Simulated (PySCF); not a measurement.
ClIn, triplet, geometry from GFN2-xTB (such geometries of metal compounds can be far from the true shape) (the spin is typed, not shown lowest) (core potentials on In); HF/def2-TZVP (PySCF).

The PySCF input:
```python
from pyscf import gto, scf

mol = gto.M(
    atom='''
In   -0.000000   -0.000000   -0.636312
Cl    0.000000    0.000000    1.834075
''',
    basis='def2-tzvp',
    ecp={'In': 'def2-tzvp'},
    charge=0,
    spin=2,
    verbose=4,
)

mf = scf.UHF(mol)
mf.DIIS = scf.ADIIS
mf.kernel()
```

### Question
Predict the main parts of the log of this PySCF run.

### Answer

```
PySCF version 2.14.0

[INPUT] verbose = 4
[INPUT] num. atoms = 2
[INPUT] num. electrons = 38
[INPUT] charge = 0
[INPUT] spin (= nelec alpha-beta = 2S) = 2
[INPUT] symmetry False subgroup None
[INPUT] Mole.unit = angstrom
[INPUT] Symbol           X                Y                Z      unit          X                Y                Z       unit  Magmom
[INPUT]  1 In     0.000000000000   0.000000000000  -0.636312000000 AA    0.000000000000   0.000000000000  -1.202455409774 Bohr   0.0
[INPUT]  2 Cl     0.000000000000   0.000000000000   1.834075000000 AA    0.000000000000   0.000000000000   3.465899441912 Bohr   0.0

nuclear repulsion = 76.4723358317705
number of shells = 29
number of NR pGTOs = 154
number of NR cGTOs = 87
basis = def2-tzvp
ecp = {'In': 'def2-tzvp'}

******** <class 'pyscf.scf.uhf.UHF'> ********
method = UHF
initial guess = minao
damping factor = 0
level_shift factor = 0
DIIS = <class 'pyscf.scf.diis.ADIIS'>
diis_start_cycle = 1
diis_space = 8
diis_damp = 0
SCF conv_tol = 1e-09
SCF conv_tol_grad = None
SCF max_cycles = 50
direct_scf = True
direct_scf_tol = 1e-13
number electrons alpha = 20  beta = 18
Set gradient conv threshold to 3.16228e-05
init E= -615.474335977396

cycle= 1 E= -648.331419388  delta_E= -32.9  |g|= 1.21  |ddm|= 31.9
cycle= 2 E= -648.618962882132  delta_E= -0.288  |g|= 0.553  |ddm|= 3.46
cycle= 3 E= -648.688602323925  delta_E= -0.0696  |g|= 0.254  |ddm|= 1.07
cycle= 4 E= -648.706609493608  delta_E= -0.018  |g|= 0.131  |ddm|= 0.664
cycle= 5 E= -648.711820414776  delta_E= -0.00521  |g|= 0.0624  |ddm|= 0.24
cycle= 6 E= -648.713481097832  delta_E= -0.00166  |g|= 0.0341  |ddm|= 0.165
cycle= 7 E= -648.714132224073  delta_E= -0.000651  |g|= 0.0169  |ddm|= 0.0607
cycle= 8 E= -648.714438482802  delta_E= -0.000306  |g|= 0.011  |ddm|= 0.0523
cycle= 9 E= -648.714605922484  delta_E= -0.000167  |g|= 0.00665  |ddm|= 0.0246
cycle= 10 E= -648.714704496468  delta_E= -9.86e-05  |g|= 0.00519  |ddm|= 0.023
cycle= 11 E= -648.714764837724  delta_E= -6.03e-05  |g|= 0.00377  |ddm|= 0.0145
cycle= 12 E= -648.714802302673  delta_E= -3.75e-05  |g|= 0.00305  |ddm|= 0.0126
cycle= 13 E= -648.714825718935  delta_E= -2.34e-05  |g|= 0.00236  |ddm|= 0.00914
cycle= 14 E= -648.714840380148  delta_E= -1.47e-05  |g|= 0.00189  |ddm|= 0.0075
cycle= 15 E= -648.714849565446  delta_E= -9.19e-06  |g|= 0.00149  |ddm|= 0.00573
cycle= 16 E= -648.714855318849  delta_E= -5.75e-06  |g|= 0.00118  |ddm|= 0.00459
cycle= 17 E= -648.714858921562  delta_E= -3.6e-06  |g|= 0.000935  |ddm|= 0.00358
cycle= 18 E= -648.714861176666  delta_E= -2.26e-06  |g|= 0.000741  |ddm|= 0.00284
cycle= 19 E= -648.714862587774  delta_E= -1.41e-06  |g|= 0.000586  |ddm|= 0.00223
cycle= 20 E= -648.714863470501  delta_E= -8.83e-07  |g|= 0.000464  |ddm|= 0.00177
cycle= 21 E= -648.714864022561  delta_E= -5.52e-07  |g|= 0.000367  |ddm|= 0.00139
cycle= 22 E= -648.714864367753  delta_E= -3.45e-07  |g|= 0.00029  |ddm|= 0.0011
cycle= 23 E= -648.71486458356  delta_E= -2.16e-07  |g|= 0.00023  |ddm|= 0.00087
cycle= 24 E= -648.714864718456  delta_E= -1.35e-07  |g|= 0.000182  |ddm|= 0.000687
cycle= 25 E= -648.714864802777  delta_E= -8.43e-08  |g|= 0.000144  |ddm|= 0.000543
cycle= 26 E= -648.714864855471  delta_E= -5.27e-08  |g|= 0.000114  |ddm|= 0.000429
cycle= 27 E= -648.7148648884  delta_E= -3.29e-08  |g|= 8.98e-05  |ddm|= 0.000339
cycle= 28 E= -648.71486490896  delta_E= -2.06e-08  |g|= 7.1e-05  |ddm|= 0.000268
cycle= 29 E= -648.714864921818  delta_E= -1.29e-08  |g|= 5.61e-05  |ddm|= 0.000212
cycle= 30 E= -648.714864929853  delta_E= -8.04e-09  |g|= 4.44e-05  |ddm|= 0.000167
cycle= 31 E= -648.714864934878  delta_E= -5.02e-09  |g|= 3.51e-05  |ddm|= 0.000132
cycle= 32 E= -648.714864938017  delta_E= -3.14e-09  |g|= 2.78e-05  |ddm|= 0.000104
cycle= 33 E= -648.714864939043  delta_E= -1.03e-09  |g|= 2.49e-05  |ddm|= 4.06e-05
cycle= 34 E= -648.71486494033  delta_E= -1.29e-09  |g|= 2.07e-05  |ddm|= 5.92e-05
cycle= 35 E= -648.714864940787  delta_E= -4.57e-10  |g|= 1.9e-05  |ddm|= 2.4e-05
Extra cycle  E= -648.714864941717  delta_E= -9.3e-10  |g|= 1.51e-05  |ddm|= 5.68e-05
converged SCF energy = -648.714864941717  <S^2> = 2.0122553  2S+1 = 3.0081591
```
